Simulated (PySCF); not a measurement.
C₅H₇NS.
Numbering: `[H]/[N:1]=[CH:2]\[C@H:3]1[CH2:4][CH:5]=[CH:6][S:7]1`

Definitions: NICS(0) = −σiso at the ring centroid; NICS(1) = −σiso and NICS(1)zz = −σzz at ±1 Å along the ring normal z. Level: GIAO PBE0/pcSseg-1 (PySCF, non-relativistic, gas phase) on the GFN2-xTB geometry, one conformer.

Ring bond lengths (Å), with Mayer bond orders in brackets: C3–C4 1.539 (0.98), C4–C5 1.498 (1.03), C5–C6 1.324 (1.83), C6–S7 1.749 (1.02), S7–C3 1.842 (1.01).

What do the NICS probes read (ppm)?

| ring | type | NICS(0) | NICS(1), two faces | NICS(1)zz, two faces | rms pucker (Å) | centre to ring atoms, mean (Å) |
| --- | --- | --- | --- | --- | --- | --- |
| C3–C4–C5–C6–S7 | 5-membered ring with S; formal bonds 1 double, 4 single | -5.8 | -2.8 / -4.1 | -1.5 / -2.1 | 0.08 | 1.34 |

What can be read from them?

- C3–C4–C5–C6–S7: mean NICS(1)zz -1.8 ppm, near zero. C3, C4 have four or more neighbours, so the value isn't read as a sign of a π ring current.

What is the mean of the two in-plane components of NICS at the first NICS(1) probe listed for ring C3–C4–C5–C6–S7, 1 Å off the ring?

The isotropic value is a third of the trace: (3 × -2.8 − (-1.5))/2 = -3.4 ppm.

How shielded are the nuclei of the rings and their hydrogens (means over atoms taken as equivalent)?

```csv
atoms,environment,σ isotropic (ppm),"principal values of the symmetric part, first atom (ppm)"
C3,sp3 carbon bound to sulfur,125.9,"88.8, 130.2, 158.7"
C4,allylic carbon,145.1,"117.5, 153.8, 164.1"
C5,alkene CH carbon,60.9,"-36.3, 85.5, 133.5"
C6,alkene CH carbon,52.5,"-45.3, 74.1, 128.7"
S7,sulfide sulfur,457.0,"279.6, 324.6, 766.8"
H on C3,methine hydrogen,27.48,"23.8, 25.4, 33.2"
H on C4,methylene hydrogen,28.83,"24.6, 27.4, 34.4"
H on C4,methylene hydrogen,28.52,"23.9, 26.4, 35.3"
H on C5,vinylic hydrogen,26.26,"23.7, 25.2, 29.9"
H on C6,vinylic hydrogen,25.87,"23.5, 25.7, 28.4"
```

Conformer computed: `[H]/[N:1]=[CH:2]\[C@H:3]1[CH2:4][CH:5]=[CH:6][S:7]1`: N1–C2–C3–C4 -121°.
